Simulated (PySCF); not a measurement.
# Working out the excitation energy of Co

Co [Ar] 3d7 4s2 (4F) → Co [Ar] 3d7 4s1 4p1 (high-spin determinant). Computed with PySCF 2.14 in aug-cc-pVDZ (7s6p4d2f, 59 functions), with the non-relativistic Hamiltonian (point nucleus). Frozen: [Ar]. Energies in hartree (1 hartree = 27.21139 eV):

| part | Co (lower) | Co (upper) |
| --- | --- | --- |
| UHF | -1381.422775 | -1381.359933 |
| CCSD correlation | -0.221047 | -0.183039 |
| (T) | -0.006661 | -0.004076 |

What does Hartree-Fock give?

(-1381.359933) − (-1381.422775) = 0.062842 hartree = 1.710 eV.

What do CCSD and CCSD(T) give?

The CCSD correlation energies differ by 0.038008 hartree = 1.034 eV and the triples by 0.002585 hartree = 0.070 eV, so CCSD gives 2.744 eV and CCSD(T) 2.814 eV.

The calculation is non-relativistic.

One determinant mixes LS terms, so it does not stand for a single term.

A double-zeta basis recovers only part of the correlation energy.
